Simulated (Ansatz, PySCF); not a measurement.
Energy difference 5 R1 + R2 → P1 + P2 + P3 + 3 P4, each structure at its B3LYP-D3(BJ)/def2-SVP stationary point, reached from a drawn start (curvature not checked).
P1: CH4 (SMILES C), charge 0, multiplicity 1.
R1: H2 (SMILES [H][H]), charge 0, multiplicity 1.
P2: H2O (SMILES O), charge 0, multiplicity 1.
P3: NH3 (SMILES N), charge 0, multiplicity 1.
P4, SiH4 (SMILES [SiH4]) (charge 0, multiplicity 1, Z-matrix in Å and degrees):
```
Si
H 1 1.4905
H 1 1.4905 2 109.47
H 1 1.4905 2 109.47 3 120.00
H 1 1.4905 2 109.47 3 -120.00
```
R2, CH11NOSi3 (SMILES C[SiH](N[SiH3])O[SiH3]) (charge 0, multiplicity 1, Z-matrix in Å and degrees):
```
Si
O 1 1.6730
Si 2 1.6615 1 136.45
N 1 1.7422 2 110.71 3 15.67
H 4 1.0191 1 115.11 2 85.11
Si 4 1.7467 5 115.62 1 174.58
H 1 1.4858 2 107.87 3 -101.60
H 3 1.4877 2 108.36 1 167.00
H 6 1.4885 4 107.06 5 -179.84
H 3 1.4929 8 109.02 2 -120.62
H 3 1.4934 8 109.31 10 -118.34
H 6 1.4942 9 109.52 4 121.26
H 6 1.4946 9 109.14 12 117.07
C 1 1.8666 7 112.86 2 118.70
H 14 1.1014 1 110.52 7 -63.38
H 14 1.1015 15 108.44 1 -122.05
H 14 1.1026 15 107.56 16 -116.99
```

P less R. No zero-point or thermal terms. One arrangement of each flexible species, with no search for the lowest.

Programs: Ansatz (Gaussian orbitals); PySCF for the D3/D4 terms. Each number belongs to the level named beside it.

### Question
One of these levels gives 20.25 kcal/mol for the reaction energy. Which?
(A) PBE0-D4/def2-TZVPP
(B) HF/cc-pV(D+d)Z
(C) r2SCAN/def2-TZVPP
(D) B3LYP/def2-TZVPP

### Answer
B, HF/cc-pV(D+d)Z. The others give 49.37 (r2SCAN/def2-TZVPP), 38.34 (B3LYP/def2-TZVPP), 43.88 (PBE0-D4/def2-TZVPP)

Ansatz is a program for electronic structure.
